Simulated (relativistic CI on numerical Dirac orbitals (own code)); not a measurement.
Calculated levels, Ar4+

Method of calculation: Dirac-Coulomb-Breit CI, KLI orbitals optimised for each configuration, model QED (radiative potential, 1s self-energy scaled to tabulated hydrogen-like ionisation energies), valence Slater integrals scaled by 0.85, P86 correlation energy added to each configuration (own radial code, finite nucleus).

Configurations in the expansion (outside the closed core [Ne]): 3s2.3p2, 3s.3p3, 3s2.3p.3d, 3p4, 3s.3p2.3d, 3s2.3p.4s, 3s2.3p.4p, 3p3.3d, 3s.3p.3d2, 3s2.3p.4d, 3s2.3d.4p, 3p3.4s, 3s2.3p.4f, 3s2.3d2, 3s.3d3, 3p2.3d2, 3p.3d3, 3p.3d2.4s, 3p.3d2.4p, 3p.3d2.4d, 3s2.3d.4s, 3s.3d2.4s. Double excitations out of closed p, d and f shells are left out; levels of such configurations are missing from the list, as are those of other unlisted configurations, and high levels can miss mixing partners. These lack a partner that the ground configuration has and come out too high: 3s2.3p.4f.

The lowest level is 3s2.3p2 3P_0, with 96 % of that term; Hund's rules for 3s2.3p2 give 3P with J = 0, in agreement.

```csv
No.,Configuration,Term,J,E (eV),%,Next component (%),Lifetime (s)
1,3s2.3p2,3P,0,0.0000,96,2 3s.3p2.3d 3P,
2,3s2.3p2,3P,1,0.0938,96,2 3s.3p2.3d 3P,1.29e+02
3,3s2.3p2,3P,2,0.2487,96,2 3s.3p2.3d 3P,3.82e+01
4,3s2.3p2,1D,2,2.0023,96,2 3s.3p2.3d 1D,1.40e+00
5,3s2.3p2,1S,0,4.4880,95,3 3p4 1S,1.14e-01
6,3s.3p3(4S°),5S°,2,11.0478,99,1 3s.3p.3d2 5S°,5.85e-06
7,3s.3p3(2D°),3D°,1,15.4134,86,12 3s2.3p.3d 3D°,3.24e-09
8,3s.3p3(2D°),3D°,2,15.4185,86,11 3s2.3p.3d 3D°,3.30e-09
9,3s.3p3(2D°),3D°,3,15.4346,87,11 3s2.3p.3d 3D°,3.39e-09
10,3s.3p3(2P°),3P°,0,17.6916,87,11 3s2.3p.3d 3P°,1.10e-09
11,3s.3p3(2P°),3P°,1,17.6928,87,11 3s2.3p.3d 3P°,1.12e-09
12,3s.3p3(2P°),3P°,2,17.6939,86,11 3s2.3p.3d 3P°,1.15e-09
13,3s.3p3(2D°),1D°,2,19.5367,53,44 3s2.3p.3d 1D°,7.86e-10
14,3s.3p3(4S°),3S°,1,23.5111,91,4 3p3.3d 3S°,4.67e-11
15,3s2.3p.3d,3F°,2,23.7508,97,2 3p3.3d 3F°,9.06e-08
16,3s2.3p.3d,3F°,3,23.8362,97,2 3p3.3d 3F°,1.12e-07
17,3s2.3p.3d,3F°,4,23.9547,97,2 3p3.3d 3F°,1.44e-01
18,3s.3p3(2P°),1P°,1,24.1602,82,12 3s2.3p.3d 1P°,8.73e-11
19,3s2.3p.3d,3P°,2,27.2113,78,10 3s.3p3 3P°,5.63e-11
20,3s2.3p.3d,3P°,1,27.3094,84,11 3s.3p3 3P°,5.67e-11
21,3s2.3p.3d,3P°,0,27.3544,85,11 3s.3p3 3P°,5.67e-11
22,3s2.3p.3d,1D°,2,27.5524,49,40 3s.3p3 1D°,4.52e-11
23,3s2.3p.3d,3D°,1,28.0859,84,11 3s.3p3 3D°,3.54e-11
24,3s2.3p.3d,3D°,2,28.1200,84,11 3s.3p3 3D°,3.56e-11
25,3s2.3p.3d,3D°,3,28.1450,85,11 3s.3p3 3D°,3.58e-11
26,3s2.3p.3d,1F°,3,30.7056,96,2 3s.3p.3d2 1F°,3.26e-11
27,3s2.3p.3d,1P°,1,31.4145,84,11 3s.3p3 1P°,4.38e-11
28,3p4,3P,2,33.5441,51,47 3s.3p2.3d 3P,5.10e-10
29,3p4,3P,1,33.6869,51,48 3s.3p2.3d 3P,5.10e-10
30,3p4,3P,0,33.7471,51,48 3s.3p2.3d 3P,5.09e-10
```

Energies count from the lowest computed level; ° marks odd parity; lifetimes are radiative, by E1, M1, E2 decay to levels of this space only. Percentages are summed over parent terms; the parents shown are those of the largest component, closed shells are left out there.

The mean weight of the leading LS term, summed over parents, in these 30 levels is 83 %, and that of the leading jj configuration (from the same eigenvectors) 57 %, so LS coupling describes them better.

At this charge configurations can still be misplaced by up to about 7 % of their energy. 33 of the 43 excited levels that our extract of the measured tables holds in this range could be paired (the sources list more); they are missed by 7222 cm⁻¹ on average and 67052 at most, and levels without a partner can miss by more.

Landé's interval rule says that E(J) − E(J−1) = AJ with one A. For the ground term the intervals give A = 756.6, 624.7 cm⁻¹ for J = 1, 2; the multiplet is regular.

LS names give the leading component of a level, which can be under half, so a name can repeat, a term be missing and a line seem to break the LS rules.
